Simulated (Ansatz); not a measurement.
## Nudged elastic band run: Al$_{2}$H$_{9}$NSi$_{2}$

The input (input.yaml):

```yaml
crystal:
  periodic: [false, false, false]
  atoms:
    - { symbol: Al, position_ang: [-0.535336, 1.465461, 1.379847] }
    - { symbol: "N", position_ang: [-0.843073, 0.199675, 0.085773] }
    - { symbol: Si, position_ang: [-2.546445, -0.135781, -0.462589] }
    - { symbol: Al, position_ang: [0.514224, -0.767661, -0.701604] }
    - { symbol: Si, position_ang: [2.914822, -0.569933, -0.167415] }
    - { symbol: H, position_ang: [0.996057, 1.729478, 1.812377] }
    - { symbol: H, position_ang: [-1.802596, 2.245273, 2.00731] }
    - { symbol: H, position_ang: [-3.510465, 0.665281, 0.389862] }
    - { symbol: H, position_ang: [-2.749688, 0.258053, -1.914337] }
    - { symbol: H, position_ang: [-2.887658, -1.60746, -0.325183] }
    - { symbol: H, position_ang: [0.013619, -1.822136, -1.831395] }
    - { symbol: H, position_ang: [3.452854, -1.926535, 0.261001] }
    - { symbol: H, position_ang: [3.280809, 0.424643, 0.914034] }
    - { symbol: H, position_ang: [3.689973, -0.187557, -1.41878] }
basis:
  gaussian: { orbitals: "6-31G" }
hamiltonian:
  xc: pbe
neb:
  order_check: false
  images: 5
  f_tol: 0.05
  max_iterations: 60
  initial_path: idpp
  final_atoms:
    - { symbol: Al, position_ang: [-0.56219795, 1.23940025, 1.57552365] }
    - { symbol: "N", position_ang: [-0.84596362, 0.17771694, 0.10420448] }
    - { symbol: Si, position_ang: [-2.54003602, -0.08160531, -0.51062223] }
    - { symbol: Al, position_ang: [0.52760578, -0.65457869, -0.7999106] }
    - { symbol: Si, position_ang: [2.92067925, -0.51714113, -0.21200114] }
    - { symbol: H, position_ang: [0.96204351, 1.44967267, 2.05662914] }
    - { symbol: H, position_ang: [-1.84306482, 1.89961767, 2.30439596] }
    - { symbol: H, position_ang: [-3.52669457, 0.48559707, 0.49076439] }
    - { symbol: H, position_ang: [-2.76090078, 0.61174769, -1.84325834] }
    - { symbol: H, position_ang: [-2.83331563, -1.55751586, -0.69770626] }
    - { symbol: H, position_ang: [0.04953505, -1.53934058, -2.07439258] }
    - { symbol: H, position_ang: [3.25616852, 0.22576713, 1.06353908] }
    - { symbol: H, position_ang: [3.68932242, 0.15130047, -1.34196319] }
    - { symbol: H, position_ang: [3.49391585, -1.91983732, -0.08630136] }
```

Run as:

```bash
$ ansatz run input.yaml --threads 1 --pin off --max-ram 2048MiB --backend cpu --events-out ev --progress --plain --runs-dir out
```

Output, in part (warnings, iteration lines, the closing report on the highest movable image, with atoms numbered from 0):

```
NEB end point (image 0): max|allowed force component| = 1.053e-2 eV/Å (the criterion of neb.relax_end_points is 1.000e-2)
NEB end point (image 6): max|allowed force component| = 1.237e-2 eV/Å (the criterion of neb.relax_end_points is 1.000e-2)
NEB iter   1: max|band force component| = 2.016e-1 eV/Å  barrier→ = 0.0085 eV  barrier← = 0.0082 eV  CI = image 1  Δτ_max = 0.1038 Å  (172 SCF iters)
NEB iter   2: max|band force component| = 1.161e-1 eV/Å  barrier→ = -0.0015 eV  barrier← = -0.0017 eV  CI = image 1  Δτ_max = 0.1985 Å  (116 SCF iters)
NEB iter   3: max|band force component| = 9.829e-2 eV/Å  barrier→ = -0.0004 eV  barrier← = -0.0007 eV  CI = image 1  Δτ_max = 0.0360 Å  (111 SCF iters)
NEB iter   4: max|band force component| = 4.739e-2 eV/Å  barrier→ = -0.0005 eV  barrier← = -0.0008 eV  CI = image 1  Δτ_max = 0.0000 Å  (238 SCF iters)
Total energy: -30564.35654470 eV, -1123.2193857528 hartree
Atom 0 at    -0.550176     1.376573     1.463745 Å, force     0.001750     0.002192     0.006609 eV/Å
Atom 1 at    -0.846382     0.189008     0.095560 Å, force     0.004682     0.001739    -0.002354 eV/Å
Atom 2 at    -2.545364    -0.127430    -0.477793 Å, force    -0.000817    -0.002330    -0.002359 eV/Å
Atom 3 at     0.520280    -0.720583    -0.743462 Å, force     0.011009    -0.017760    -0.012714 eV/Å
Atom 4 at     2.921297    -0.531072    -0.202109 Å, force    -0.004070     0.004982     0.007546 eV/Å
Atom 5 at     0.977744     1.616095     1.921967 Å, force    -0.001265    -0.003644    -0.000251 eV/Å
Atom 6 at    -1.822877     2.112350     2.132221 Å, force    -0.000342    -0.000511    -0.000167 eV/Å
Atom 7 at    -3.518772     0.613562     0.416984 Å, force     0.002104     0.002046    -0.000338 eV/Å
Atom 8 at    -2.747597     0.349414    -1.904293 Å, force     0.000873    -0.001415     0.000379 eV/Å
Atom 9 at    -2.874326    -1.607155    -0.429044 Å, force    -0.001040     0.000546     0.001061 eV/Å
Atom 10 at     0.029719    -1.725731    -1.920994 Å, force    -0.005502     0.004020     0.000482 eV/Å
Atom 11 at     3.435118    -1.849024     0.356667 Å, force    -0.010380    -0.002252     0.005382 eV/Å
Atom 12 at     3.287987     0.551940     0.789388 Å, force     0.010940     0.010323     0.008206 eV/Å
Atom 13 at     3.720447    -0.277147    -1.469935 Å, force    -0.007942     0.002063    -0.011481 eV/Å
Dipole moment:    -0.098982     0.025166     0.010356 e Å
```

The forces met the threshold. The highest image is an end point: on this band no image between the ends rises above it. Inner images lie up to 0.021 eV below the lower end, so the ends aren't the lowest states on this path. Limits of this set-up: no polarisation functions.

Final band (atoms are numbered from 1 in the order of the input):

```csv
image,path coordinate (Å),energy (eV),dihedral N2–Al4–Si5–H13 (°)
0,0.00,0.000,1
1,0.35,0.000,-8
2,1.20,-0.009,-30
3,2.05,-0.021,-51
4,2.90,-0.020,-73
5,3.75,-0.008,-95
6,4.61,0.000,-117
```

Time of the run: 2.3 min on 1 thread of Intel(R) Xeon(R) Processor @ 2.70GHz, on a shared host, peak memory 0.15 GiB.
